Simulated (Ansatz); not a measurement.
# A rate constant, worked out

An elementary step of SiH₂SOF₂, closed shell (SiH₂SOF₂ ([OH][Si]([F])([F])[SH]) → SiSF₂ ([F][Si]([F])[S]) + H₂O (still joined by a long Si–O bond); Si–O, S–H broken or loosened, O–H formed or tightened). The start structure is the reactant molecule, and the electronic barrier above it is 1.750 eV by CCSD(T) at an estimated basis limit (MP2 extrapolated from triple and quadruple zeta, plus CCSD(T) − MP2 in triple zeta). Ansatz 0.2.0; basis: def2-TZVPP and def2-QZVPP; cores frozen in the correlated methods. Extrapolation: Hartree–Fock as exp(−7.88 √X), correlation as X^−2.97. Harmonic wavenumbers at PBE0-D4/def2-TZVP (Ansatz 0.2.0), in cm⁻¹:

Start: 137, 177, 213, 256, 331, 334, 344, 550, 754, 791, 890, 953, 1008, 2711, 3909.

Saddle: 1092i, 190, 257, 291, 332, 426, 439, 620, 746, 809, 955, 974, 1166, 1813, 3799.

Task: Work out the transition-state-theory rate constant at 900 K from these numbers alone (harmonic vibrations; rotation, path degeneracy and anharmonicity left out), and the Wigner tunnelling factor. Use 1 cm⁻¹ = 1.2398 × 10⁻⁴ eV and k_B = 8.617 × 10⁻⁵ eV/K.

Result: Zero-point energies, half the sums: start 13358/2 cm⁻¹ = 0.8281 eV; saddle, real modes only, 12817/2 cm⁻¹ = 0.7946 eV.
Barrier with zero-point energy: 1.750 + 0.7946 − 0.8281 = 1.7165 eV.
k_BT = 0.07756 eV, so the barrier is 22.13 k_BT.
Vibrational partition functions from the zero-point level, ln q = −Σ ln(1 − exp(−hν/k_BT)): start 9.977, saddle 7.549.
k = (k_BT/h) exp(ln q‡ − ln q) exp(−E0/k_BT), with log₁₀(k_BT/h in s⁻¹) = 13.27: log₁₀ k = 13.27 + (-2.428 − 22.13)/2.3026 = 2.60, so k ≈ 4 × 10^(2) s⁻¹.
Wigner factor: 1 + (hν‡/k_BT)²/24 = 1 + (1.75)²/24 = 1.13. A change of 1 kcal/mol (0.043 eV) in the barrier would change k by a factor of 1.7 at this temperature.

The T1 diagnostic stays at or below 0.013.

Labels in which every atom is bracketed show which atoms are joined, not bond orders.

For scale, one of the runs: CCSD(T)/def2-TZVPP, 205 basis functions, launched by `ansatz run in.yaml --threads 4 --pin off --events-out ev --progress --plain --max-ram 9574MiB`. Time: 71 s of wall clock on 4 CPU threads of an Arm Neoverse V2; the host was shared. Peak host memory: 2.7 GiB.
